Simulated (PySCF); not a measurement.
Species: C8H6F (doublet state).
Structure used (GFN2-xTB), in Å, numbered top down from 1:
```
atom  x, y, z in Å
C1    -2.2055   -0.3685    2.2743
C2    -1.8267   -0.1838    1.1514
C3    -1.4288    0.0460   -0.1946
C4    -2.3948    0.3123   -1.1186
C5    -0.0624   -0.0010   -0.5534
C6     1.0330   -0.2579    0.2838
F7     0.8235   -0.4979    1.6052
C8     2.2996   -0.2820   -0.1399
C9     3.5217   -0.3011   -0.5472
H10   -2.5106   -0.5335    3.2642
H11   -3.4333    0.3459   -0.8437
H12   -2.1425    0.4972   -2.1479
H13    0.1849    0.1822   -1.5890
H14    3.9972   -1.2042   -0.9060
H15    4.1402    0.5865   -0.5608
```

The hyperfine couplings belong to this conformer and change with its torsions.

Identity: `C#CC(=C)/C=C(\F)[C]=C` [radical].

Method used: UKS B3LYP, pcH-1 on C F H, non-relativistic, mean-field spin-orbit, GIAO (PySCF). Geometry: GFN2-xTB, one conformer, isolated molecule. Couplings are sensitive to structure, and on GFN2-xTB geometries they can be far from those on DFT ones. No stability test was run, so a lower SCF solution isn't excluded. ⟨S²⟩ is 0.798 where a pure state has 0.75.

Principal values of hyperfine tensors in MHz (contact and dipolar terms together), for some of the nuclei:

```tsv
atom	isotope	A1	A2	A3	alike by the symmetry of this geometry
H15	1H	82.06	82.65	88.59	H14
C5	13C	8.00	8.42	137.55	none
C6	13C	-72.75	-36.17	-33.07	none
C4	13C	3.23	4.73	121.51	none
C8	13C	-1.97	8.56	110.10	none
H11	1H	-52.38	-33.38	-13.02	none
H13	1H	-47.77	-35.33	-13.99	none
C9	13C	-38.36	-28.89	-25.23	none
```

Task: Give the isotropic coupling of each nucleus in MHz and in mT (g = 2.0023), and the anisotropic part.

Result: a_iso is a third of the trace, T = A − a_iso, and a(mT) = a(MHz)/(g × 13.996).

| atom | a_iso (MHz) | a_iso (mT) | T1 | T2 | T3 |
| --- | --- | --- | --- | --- | --- |
| H15 | 84.43 | 3.013 | -2.37 | -1.78 | 4.15 |
| C5 | 51.32 | 1.831 | -43.32 | -42.90 | 86.22 |
| C6 | -47.33 | -1.689 | -25.42 | 11.17 | 14.26 |
| C4 | 43.16 | 1.540 | -39.93 | -38.43 | 78.36 |
| C8 | 38.89 | 1.388 | -40.87 | -30.33 | 71.20 |
| H11 | -32.93 | -1.175 | -19.45 | -0.46 | 19.91 |
| H13 | -32.37 | -1.155 | -15.40 | -2.97 | 18.37 |
| C9 | -30.83 | -1.100 | -7.54 | 1.94 | 5.60 |

Task: What spin density at the nucleus of H13 lies behind its contact coupling (g_N = 5.58569)?

Result: a_FC = 800.24 MHz bohr³ × g_N × ρ(0)/(2S). With a_FC = -32.37 MHz and 2S = 1, ρ(0) = -0.007241 bohr⁻³. In magnitude that is 2.3 % of the 1/π = 0.318 of a free hydrogen atom.

Task: C3 (13C, g_N = 1.40482) isn't in the table. Its spin density at the nucleus is -0.03655 bohr⁻³. What is its contact coupling?

Result: By the same relation, a_FC = -41.1 MHz. Its full tensor has the principal values -66.76, -30.17, -26.35 MHz.

Task: Name the largest traceless tensor T of the table and describe it.

Result: C5: -43.3, -42.9, 86.2 MHz, axial, in the ratio −1:−1:+2, the form that spin in one p orbital centred on that nucleus gives.

Task: What first-order splitting does C6 cause when the field lies along A1, A2 or A3 of its tensor (g taken as isotropic, no quadrupole term)?

Result: 2 lines (I = 1/2), spaced by |A_i|/(g × 13.996): 2.60, 1.29, 1.18 mT along the axes of A1, A2 and A3.

The run took 93 s of wall time (grids of density and orbitals included) on Arm Neoverse V2, one thread, shared host with 96 logical CPUs at a one-minute load of 92, and the process peaked at 0.98 GiB of memory.
